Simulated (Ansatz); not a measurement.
Cu3O2, relaxed as a doublet with UKS B3LYP-D4/def2-SVP in Ansatz, starting from the GFN2-xTB geometry. Force threshold 0.02 eV/Å.

Another isomer (doublet) lies 0.25 eV lower at PBE0-D4/def2-TZVP; other spin states weren't run for this one.

Start:

```tsv
atom	x (Å)	y (Å)	z (Å)
Cu1	-0.4783	1.1671	1.1325
Cu2	1.3802	-0.3221	0.9303
Cu3	-0.5669	-0.5319	-1.2914
O4	0.8917	-1.0071	-0.5007
O5	-1.2267	0.6939	-0.2706
```

```csv
step,energy (eV),largest force component (eV/Å),SCF passes
1,-137995.7386,3.612,35
2,-137996.2237,2.231,43
3,-137996.5836,0.909,50
4,-137996.6436,0.152,51
5,-137996.6484,0.066,45
6,-137996.6492,0.027,45
7,-137996.6499,0.009,38
```

Force components are those of the run's own axes.

End:

```tsv
atom	x (Å)	y (Å)	z (Å)
Cu1	-0.409	1.332	0.974
Cu2	1.279	-0.516	0.996
Cu3	-0.472	-0.444	-1.068
O4	1.177	-1.084	-0.686
O5	-1.575	0.711	-0.216
```

By distances, no bond broke or formed. The bond that changes most is Cu1–O5, from 1.66 to 1.78 Å (atoms count from 1).

No frequencies were taken in this run, so the end may be a saddle point.

Run time 13 s (4 threads of AMD EPYC 9R45 on a shared host).
